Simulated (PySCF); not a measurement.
# How methods differ on the ionisation energy of Te⁺

Te⁺ [Kr] 4d10 5s2 5p3 (4S) → Te²⁺ [Kr] 4d10 5s2 5p2 (3P), as a difference of total energies. Computed with PySCF 2.14 in aug-cc-pVTZ-DK3 (8s7p5d2f, 68 functions), with the spin-free X2C one-electron Hamiltonian (Gaussian nucleus). Correlated levels: valence: [Kr] 4d10 frozen. The calculations carry no spin-orbit coupling.

| method | ionisation energy (eV) |
| --- | --- |
| UHF | 18.351 |
| MP2 (valence) | 18.777 |
| SCS-MP2 (valence) | 18.652 |
| CCSD (valence) | 18.760 |
| CCSD(T) (valence) | 18.786 |

**Question.** How much does correlation contribute at CCSD(T) (valence)?

**Answer.** 18.786 − (18.351) = 0.435 eV, measured against UHF.

A first-order spin-orbit estimate (lowest level to lowest level, LS coupling) adds -0.615 eV.

Errors of the correlated levels include the incompleteness of this basis and the frozen core.

For comparison: 18.6 ± 0.4 eV (measured; NIST Atomic Spectra Database, ionization energies).
